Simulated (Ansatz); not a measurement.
Reaction (formal exchange of groups at the Si–Br bond): `C[SiH](O)Br` + `O[SiH2]F` → `C[Si@H](O)[Si@H](O)F` + HBr

Calculated with Ansatz (gas phase, PBE0-D4/def2-TZVP geometries, no zero-point term in ΔE). CCSD(T)/CBS is the MP2 limit (def2-TZVPP, def2-QZVPP) plus CCSD(T) − MP2 in def2-TZVPP, frozen cores. Functionals use def2-TZVPP. For Br outer-core shells are correlated without core-valence functions, which leaves a few kJ/mol of doubt a bond. Scalar relativity is left out up to krypton. Each species was taken in one conformer, which may not be the lowest.

`C[SiH](O)Br`:

Cartesian coordinates in Å:
```
C -0.660 0.659 -0.756
Si 0.532 -0.020 0.488
O 1.132 -1.488 0.082
Br -0.543 -0.163 2.443
H -1.000 1.652 -0.455
H -0.175 0.738 -1.733
H -1.537 0.015 -0.854
H 1.710 0.849 0.688
H 0.541 -2.242 0.097
```

`O[SiH2]F`:

Z-matrix (Å, degrees):
```
Si
F 1 1.596
O 1 1.630 2 111.0
H 1 1.482 2 106.0 3 121.4
H 1 1.474 2 108.2 3 -116.3
H 3 0.958 1 119.1 2 71.8
```

`C[Si@H](O)[Si@H](O)F`:

Z-matrix (Å, degrees):
```
C
Si 1 1.859
H 1 1.093 2 110.6
H 1 1.093 2 110.1 3 119.4
H 1 1.092 2 111.0 3 -120.4
O 2 1.654 1 108.6 3 -176.2
Si 2 2.353 1 114.0 3 66.1
H 2 1.494 1 109.4 3 -55.0
H 6 0.960 2 115.6 1 -149.2
O 7 1.647 2 102.0 1 141.9
F 7 1.607 2 111.7 1 24.9
H 7 1.490 2 118.8 1 -96.8
H 10 0.959 7 119.4 2 172.0
```

HBr:

```xyz
2

Br   -0.245   -0.383   -0.546
H     0.245    0.383    0.546
```

(1) Is it downhill or uphill in electronic energy at CCSD(T)/CBS, and by how much? (An estimate is asked.)

(2) What do these levels give: PBE-D4, PBE0-D4, r2SCANh-D4, CAM-B3LYP-D4, r2SCANh, BHLYP? (Estimate.)

Largest T1 diagnostic among the species: 0.012.

Answers

(1) The calculation gave: Uphill: ΔE = +1.36 eV.

(2) The calculation gave: PBE-D4 1.13, PBE0-D4 1.22, r2SCANh-D4 1.32, CAM-B3LYP-D4 1.28, r2SCANh 1.33, BHLYP 1.40 eV.

From r2SCAN to r2SCAN0 (25 % exact exchange), in def2-TZVPP and without D4, ΔE moves by +0.05 eV. Leaving LDA and LC-ωPBE aside and taking each functional with its dispersion term where it has one, the values, not all of them listed here, spread over 0.24 eV, from revPBE-D4 to PBE-QIDH.
